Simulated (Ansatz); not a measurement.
Reaction (ligand exchange at the Si–O bond): `[OH][In]([Cl])[O][SiH3]` + `OB(Cl)Cl` → `[SiH3]OB(Cl)Cl` + `[OH][In]([OH])[Cl]`

Calculated with Ansatz (gas phase, PBE0-D4/def2-TZVP geometries, no zero-point term in ΔE). CCSD(T)/CBS adds triple-zeta CCSD(T) − MP2 to the extrapolated MP2 energy (def2 sets, frozen cores). This one scheme is used for every species. Functionals use def2-TZVPP. def2 core potentials past Kr. For In outer-core shells are correlated without core-valence functions, which leaves a few kJ/mol of doubt a bond. One conformer a species, not always the lowest.

```
        level  ΔE (eV)
         PBE0     0.11
HF/def2-QZVPP     0.16
```

Q: What does CCSD(T)/CBS give? (Estimate.)

A: Computed: +0.12 eV. The listed levels differ from it by -0.01, 0.04 eV.

Largest T1 diagnostic among the species: 0.016.
